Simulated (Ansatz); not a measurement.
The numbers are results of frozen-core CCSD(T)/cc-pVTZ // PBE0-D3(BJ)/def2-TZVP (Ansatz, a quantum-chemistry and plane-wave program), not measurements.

Ansatz 0.2 input:
```yaml
crystal:
  periodic: [false, false, false]
  atoms:
    - { symbol: N, position_ang: [1.487433, -0.539369, 0.158896] }
    - { symbol: Al, position_ang: [0.059952, 0.464557, -0.051777] }
    - { symbol: N, position_ang: [-1.57906, -0.170118, -0.079795] }
    - { symbol: Br, position_ang: [0.347391, 2.690485, -0.300005] }
    - { symbol: H, position_ang: [1.492104, -1.538333, 0.278771] }
    - { symbol: H, position_ang: [2.425296, -0.175103, 0.174782] }
    - { symbol: H, position_ang: [-1.837444, -1.13743, 0.019552] }
    - { symbol: H, position_ang: [-2.395672, 0.405311, -0.200423] }
basis:
  gaussian: { orbitals: cc-pVTZ }
correlation:
  method: ccsd_t
```

Output:

```
Functional definition: HF
1159 factors; integrals over basis functions are off by at most 1.3e-3 eV
mean field evaluation 1: about -79611.1564 eV, gradient 4.8e1 eV
mean field evaluation 2: about -79611.2594 eV, gradient 4.8e1 eV
mean field evaluation 4: about -79615.7754 eV, gradient 2.7e0 eV
mean field evaluation 8: about -79615.8187 eV, gradient 2.5e-1 eV
mean field evaluation 16: about -79611.1555 eV, gradient 4.8e1 eV
mean field -79615.81896771 eV, -2925.8273815230 hartree, gradient 5.7e-6 eV, S^2 0.000000; 0 other end points of the search recorded, 0 dependent functions left out
16 core orbitals not correlated
reference -79615.81896771 eV, -2925.8273815230 hartree; 17, 17 occupied and 160, 160 virtual orbitals, 1159 factors
second order -19.83365176 eV of doubles, -0.00000000 eV of singles
cycle   1  -20.09109986 eV  change   -2.6e-1 eV  update   7.8e-2
cycle   2  -20.49821238 eV  change   -4.1e-1 eV  update   2.2e-2
cycle   3  -20.56716069 eV  change   -6.9e-2 eV  update   1.0e-2
cycle   4  -20.55824544 eV  change    8.9e-3 eV  update   2.6e-3
cycle   5  -20.55903198 eV  change   -7.9e-4 eV  update   1.2e-3
cycle   6  -20.55905790 eV  change   -2.6e-5 eV  update   3.1e-4
cycle   7  -20.55886643 eV  change    1.9e-4 eV  update   1.1e-4
cycle   8  -20.55887798 eV  change   -1.2e-5 eV  update   3.2e-5
perturbative correction -0.77055504 eV, -0.0283173753 hartree
Total energy: -79637.14840073 eV, -2926.6112237288 hartree
```

Cost: roughly 2.7 core-minutes.
